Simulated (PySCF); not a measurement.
PySCF 2.14 output of a UHF calculation on a single atom or ion in x2c-SVPall, with scalar relativity by spin-free X2C-1e:

```
SCF conv_tol = 1e-09
number electrons alpha = 5  beta = 5
cycle= 1 E= -199.056731039138  delta_E= -7.11e-13  |g|= 4.63e-08  |ddm|= 9.95e-07
converged SCF energy = -199.056731039138  <S^2> = 1.7763568e-15  2S+1 = 1
```

The run itself started from symmetry-adapted Hartree-Fock orbitals and held the occupation by maximum overlap, so the iterations belong to that start.

Which element, charge and spin multiplicity is this?

Mg(2+) (magnesium, charge +2), multiplicity 1; the state was [Ne], closed-shell 1S.
